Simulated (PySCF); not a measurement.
**Computed data sheet: Si(SMe)4 (`CS[Si](SC)(SC)SC`)**

Species: Si(SMe)4, C4H12S4Si.
Structure used (PBE0-D3(BJ)/def2-SVP), in Å, numbered top down from 1:
```xyz
21
C4H12S4Si angstrom
C     -1.847   -0.421    2.365
S     -1.680   -1.127    0.690
Si    -0.004   -0.002   -0.003
S      0.444   -0.621   -1.993
C     -1.156   -0.259   -2.794
S     -0.510    2.069    0.100
C      1.049    2.798   -0.508
S      1.731   -0.323    1.193
C      1.945   -2.119    0.947
H     -0.870   -0.397    2.867
H     -2.527   -1.081    2.920
H     -2.271    0.592    2.326
H     -1.495    0.751   -2.524
H     -0.986   -0.311   -3.877
H     -1.916   -0.997   -2.506
H      1.835    2.742    0.257
H      0.836    3.850   -0.739
H      1.379    2.283   -1.421
H      2.672   -2.456    1.698
H      2.329   -2.336   -0.058
H      0.990   -2.640    1.103
```

PBE0-D3(BJ)/def2-SVP geometry optimisation, gas phase (PySCF):

- Point group: S4
- Rotational constants A, B, C: 0.711, 0.622, 0.621 GHz

wB97X-D/def2-SVPD ground state, ΔSCF and vertical TDDFT (core frozen in the response) (PySCF):

* Dipole moment: 0.00 D by symmetry (numerical residue 0.01 D)
* HOMO energy: -8.79 eV
* LUMO energy: 1.45 eV
* HOMO–LUMO gap: 10.24 eV
* Lowest singlet excitation: 5.72 eV (217 nm, f = 0.024 summed over 2 states within 0.01 eV)
* Strongest line among the 10 lowest singlet transitions: S6/S7 at 6.42 eV (193 nm, f = 0.047 summed over these states)
* Lowest triplet excitation (Tamm–Dancoff): 5.36 eV
* Static isotropic polarisability: 157.6 au
* Vertical ionisation energy: 8.85 eV
* Electronic spatial extent ⟨r²⟩ about the centre of nuclear charge: 2545 bohr²

HF/pcSseg-1 ground state and GIAO shieldings, non-relativistic (PySCF):

- 13C chemical shifts (computed TMS as zero) by class: 11.7 (C1/C5/C7/C9) ppm
- 1H chemical shifts (computed TMS as zero) by class: 2.00 (H10/H11/H12/H13/H14/H15/H16/H17/H18/H19/H20/H21) ppm
- Isotropic shieldings of nuclei other than C and H, by class: 340 (Si3), 729 (S2/S4/S6/S8) ppm

Monoisotopic mass (most abundant isotopes): 215.9591 u.

The rotational constants are those of a prolate symmetric top; the small spread among constants that symmetry makes equal is optimisation noise. With B = h/(8π²I), that is 505.379 GHz u Å² over I, the principal moments of inertia are 711.2, 812.6 and 813.5 u Å² (most abundant isotopes); the inertial defect Ic − Ia − Ib is -710.3 u Å² (zero for a rigid planar frame, negative otherwise). The ΔSCF ionisation energy exceeds −ε(HOMO) by 0.06 eV with wB97X-D. In wavenumbers S1 is 46100 cm⁻¹ (1 eV = 8065.54 cm⁻¹). The polarisability is 23.36 Å³ as a volume (1 au = 0.148185 Å³), or 1.38 au for each of the 114 electrons. The vertical singlet–triplet gap S1 − T1 is 0.36 eV (TDDFT singlet less Tamm–Dancoff triplet). Point group S4 forbids a permanent dipole, so the rigid molecule has no electric-dipole pure rotational spectrum. No computed singlet falls in the visible range (750 to 380 nm, 1.65 to 3.26 eV); S1 lies 2.46 eV above its blue end.

 NMR classes are plain means over equivalent atoms (diastereotopic ones count apart unless rotation or inversion swaps them), as if these changed places fast; in this geometry the members of some classes differ.

For the TDDFT job (wB97X-D/def2-SVPD), time: 9.5 min. Hardware: an x86-64 server with one thread (shared host).

One conformer stands for the species.
